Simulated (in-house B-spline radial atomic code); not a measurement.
Results of a calculation; reference values are marked as such.
**Ba⁺ at several levels of theory**

Ground configuration [Xe] 6s1. All numbers come from an all-electron radial atomic-structure program (B-spline basis), all electrons, at the radial basis limit. Mean-field, RPA, GW and linear-response runs are scalar-relativistic (one-electron X2C), no spin-orbit coupling, without Breit or QED terms, open shells spin-polarised at highest spin; the many-body runs on Dirac-Hartree-Fock orbitals are four-component, and their energies hold both.

RPA overbinds a lone outer s electron by self-correlation, and G0W0 tends to as well.

**Ionisation energy.** The reference is 10.004 eV (NIST, measured).

```json
{"method": "minus the highest LDA VWN5 level", "value (eV)": "8.06", "minus reference (eV)": "-1.94"}
{"method": "LDA VWN5, difference of total energies", "value (eV)": "10.32", "minus reference (eV)": "+0.31"}
{"method": "minus the highest PBE level", "value (eV)": "7.86", "minus reference (eV)": "-2.14"}
{"method": "PBE, difference of total energies", "value (eV)": "10.13", "minus reference (eV)": "+0.13"}
{"method": "G0W0 on PBE", "value (eV)": "10.44", "minus reference (eV)": "+0.44"}
{"method": "exact exchange + RPA on PBE", "value (eV)": "10.58", "minus reference (eV)": "+0.58"}
{"method": "exact exchange + RPA + SOSEX on PBE", "value (eV)": "9.93", "minus reference (eV)": "-0.08"}
{"method": "minus the highest r2SCAN level", "value (eV)": "7.92", "minus reference (eV)": "-2.08"}
{"method": "r2SCAN, difference of total energies", "value (eV)": "9.81", "minus reference (eV)": "-0.20"}
{"method": "minus the highest PBE0 level", "value (eV)": "8.35", "minus reference (eV)": "-1.65"}
{"method": "PBE0, difference of total energies", "value (eV)": "10.00", "minus reference (eV)": "0.00"}
{"method": "G0W0 on PBE0", "value (eV)": "10.41", "minus reference (eV)": "+0.41"}
{"method": "minus the highest B3LYP (VWN-RPA) level", "value (eV)": "8.32", "minus reference (eV)": "-1.68"}
{"method": "B3LYP (VWN-RPA), difference of total energies", "value (eV)": "10.19", "minus reference (eV)": "+0.19"}
{"method": "minus the highest CAM-B3LYP level", "value (eV)": "9.21", "minus reference (eV)": "-0.80"}
{"method": "minus the highest LC-wPBE level", "value (eV)": "9.88", "minus reference (eV)": "-0.12"}
{"method": "minus the highest Hartree-Fock level", "value (eV)": "9.40", "minus reference (eV)": "-0.60"}
{"method": "Hartree-Fock, difference of total energies", "value (eV)": "9.37", "minus reference (eV)": "-0.64"}
{"method": "G0W0 on Hartree-Fock", "value (eV)": "10.24", "minus reference (eV)": "+0.24"}
{"method": "MP2, difference of total energies", "value (eV)": "10.06", "minus reference (eV)": "+0.06"}
{"method": "Brueckner orbital with screened correlation (6s1/2)", "value (eV)": "10.03", "minus reference (eV)": "+0.03"}
```

(1) Which methods come closest, and which lies farthest off?

Run times on one thread of shared hosts: mean field, RPA, SOSEX and G0W0 on PBE, for the atom and its ion, 10 s (Arm Neoverse V1); Brueckner orbitals with all properties, 190 s (Arm Neoverse V2).

Answers

(1) Closest: PBE0, difference of total energies (0.00 eV) and Brueckner orbital with screened correlation (6s1/2) (+0.03 eV). Farthest: minus the highest PBE level (-2.14 eV). The PBE level misses by -2.1 eV while the PBE energy difference misses by +0.13 eV: the semilocal potential lacks the −1/r tail and the energy is convex in the electron number, but total energies at whole numbers are far better.
